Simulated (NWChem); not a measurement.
System: C$_{2}$H$_{2}$Cl, doublet; SMILES [CH]=CCl

The following NWChem deck was run.

```
start job
memory heap 200 mb stack 700 mb global 900 mb
geometry units angstroms noautosym nocenter noautoz
  C     -0.270185     1.723922     0.000000
  C      0.503428     0.668803     0.000000
  Cl    -0.110954    -0.969424     0.000000
  H     -1.319842     2.007224     0.000000
  H      1.597104     0.712484     0.000000
end
basis spherical
  * library 6-31g*
end
dft
  odft
  mult 2
  xc xpbe96 cpbe96
  iterations 150
end
cosmo
  dielec 2.4
end
task dft energy
```

NWChem printed, in part:

```
             Northwest Computational Chemistry Package (NWChem) 7.3.0
             --------------------------------------------------------

                             Geometry "geometry" -> ""
                             -------------------------

 Output coordinates in angstroms (scale by  1.889725989 to convert to a.u.)

  No.       Tag          Charge          X              Y              Z
 ---- ---------------- ---------- -------------- -------------- --------------
    1 C                    6.0000    -0.27018500     1.72392200     0.00000000
    2 C                    6.0000     0.50342800     0.66880300     0.00000000
    3 Cl                  17.0000    -0.11095400    -0.96942400     0.00000000
    4 H                    1.0000    -1.31984200     2.00722400     0.00000000
    5 H                    1.0000     1.59710400     0.71248400     0.00000000

 Effective nuclear repulsion energy (a.u.)      80.8548546671

  pbe96 is a nonlocal functional; adding pw91lda local functional.

                                 NWChem DFT Module
                                 -----------------

 Summary of "ao basis" -> "ao basis" (spherical)
 ------------------------------------------------------------------------------
       Tag                 Description            Shells   Functions and Types
 ---------------- ------------------------------  ------  ---------------------
 C                           6-31g*                  6       14   3s2p1d
 Cl                          6-31g*                  8       18   4s3p1d
 H                           6-31g*                  2        2   2s

 in cosmo_initialize ...

 solvent parameters
 solvname_short: unkn
 solvname_long:  unknown
 dielec:        2.4000

          ---------------
          -cosmo- solvent
          ---------------
 Cosmo: York-Karplus, doi: 10.1021/jp992097l
 dielectric constant -eps-     =   2.40
 screen = (eps-1)/(eps    )    =   0.58333
 surface charge correction     = lagrangian

   van der Waals surface
 --------------------------

[...]

                                   COSMO solvation results
                                   -----------------------

                 gas phase energy =      -537.184541696959
                 sol phase energy =      -537.186609256333
 (electrostatic) solvation energy =         0.002067559373 (    1.30 kcal/mol)

                    DFT Final Alpha Molecular Orbital Analysis
                    ------------------------------------------

 Vector   14  Occ=1.000000D+00  E=-2.795370D-01
              MO Center= -1.1D-02, -7.3D-01,  7.4D-11, r^2= 1.7D+00
   Bfn.  Coefficient  Atom+Function         Bfn.  Coefficient  Atom+Function
  ----- ------------  ---------------      ----- ------------  ---------------
    35      0.681361  3 Cl px                39      0.365112  3 Cl px
    31     -0.266098  3 Cl px                36     -0.168978  3 Cl py
    50     -0.152141  5 H  s                  6      0.140631  1 C  s
    17     -0.132737  2 C  px                49     -0.130324  5 H  s
    40     -0.103764  3 Cl py                 3      0.092294  1 C  px

 Vector   15  Occ=1.000000D+00  E=-2.385855D-01
              MO Center= -4.9D-02,  5.1D-01,  4.2D-11, r^2= 2.6D+00
   Bfn.  Coefficient  Atom+Function         Bfn.  Coefficient  Atom+Function
  ----- ------------  ---------------      ----- ------------  ---------------
    37      0.471518  3 Cl pz                 5     -0.397599  1 C  pz
    19     -0.289660  2 C  pz                41      0.276604  3 Cl pz
     9     -0.271290  1 C  pz                23     -0.182905  2 C  pz
    33     -0.182204  3 Cl pz

 Vector   16  Occ=1.000000D+00  E=-2.205783D-01
              MO Center= -1.1D-01,  1.4D+00,  8.1D-12, r^2= 2.3D+00
   Bfn.  Coefficient  Atom+Function         Bfn.  Coefficient  Atom+Function
  ----- ------------  ---------------      ----- ------------  ---------------
     4      0.444188  1 C  py                 8      0.375637  1 C  py
    36      0.336864  3 Cl py                 3      0.317969  1 C  px
    40      0.196342  3 Cl py                 7      0.190032  1 C  px
     6      0.187068  1 C  s                 32     -0.127125  3 Cl py
    48     -0.120988  4 H  s                  2      0.102921  1 C  s

 Vector   17  Occ=0.000000D+00  E=-3.464185D-02
              MO Center=  1.0D-01,  1.1D+00, -3.7D-10, r^2= 2.1D+00
   Bfn.  Coefficient  Atom+Function         Bfn.  Coefficient  Atom+Function
  ----- ------------  ---------------      ----- ------------  ---------------
    23     -0.616434  2 C  pz                 9      0.579309  1 C  pz
    19     -0.470604  2 C  pz                 5      0.434601  1 C  pz
    41      0.189561  3 Cl pz                37      0.179187  3 Cl pz
    33     -0.066913  3 Cl pz                43     -0.058364  3 Cl d -1
    45      0.029176  3 Cl d  1

 Vector   18  Occ=0.000000D+00  E= 1.373602D-02
              MO Center=  1.2D-01, -1.9D-01,  1.1D-10, r^2= 2.9D+00
   Bfn.  Coefficient  Atom+Function         Bfn.  Coefficient  Atom+Function
  ----- ------------  ---------------      ----- ------------  ---------------
    20      1.328489  2 C  s                 40     -0.839232  3 Cl py
    38     -0.724947  3 Cl s                 22     -0.679046  2 C  py
    18     -0.431398  2 C  py                50     -0.393792  5 H  s
    36     -0.375843  3 Cl py                39     -0.342488  3 Cl px
    48     -0.293937  4 H  s                  8      0.284722  1 C  py

[...]
```

Level: PBE/6-31G* (spherical d), spin-unrestricted, COSMO on the gas-phase geometry. In the optimisation the excess spin sits in a' (Cs, its own frame). Geometry: optimised at PBE0/def2-SVP, spin-unrestricted. No stability test was run on the SCF state. COSMO prints the solvation energy as gas minus solution, so a positive value is a stabilisation.
